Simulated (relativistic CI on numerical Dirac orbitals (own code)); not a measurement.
**Cr³⁺: 3s photoemission**

Computed with this model: Dirac-Coulomb-Breit CI, KLI orbitals optimised for each configuration, model QED, valence Slater integrals scaled by 0.8, multiplet model of photoemission in the sudden approximation; configurations [Ar] 3d3 → [Ne] 3s 3p6 3d3; 300 K; Lorentzian 1.05 eV and Gaussian 0.6 eV FWHM. Energies are those of the free ion, without screening or charge transfer. The energies are binding energies and can lie tens of eV above those of solids. Without intra-shell correlation the exchange splitting of an s hole comes out too large, often by half or more. S is read from ⟨S²⟩ = S(S + 1).

Field parameters in Wybourne normalisation: Td as Oh with Dq negative (B⁴₀ = 21Dq, B⁴₄ = √(5/14) B⁴₀). The field is a parameter set, without covalency.

free ion: ground-state S = 1.50, centroid 129.10 eV. Peaks (eV, height): 126.2 (100), 133.8 (61).

Td, 10Dq = -17950 cm⁻¹: ground-state S = 0.69, centroid 129.30 eV. Peaks (eV, height): 126.6 (24), 128.4 (100), 132.2 (37).

Strongest unbroadened transitions for Td, 10Dq = -17950 cm⁻¹:

```tsv
Energy (eV)	Relative strength
126.28	0.6
126.29	0.5
126.30	0.4
126.41	12.5
126.44	1.5
128.41	100.0
128.44	0.5
128.45	0.8
128.46	1.3
132.18	34.4
132.27	1.0
133.83	0.5
133.84	0.2
133.92	1.0
133.94	1.8
133.96	3.1
133.97	0.2
133.99	0.3
```
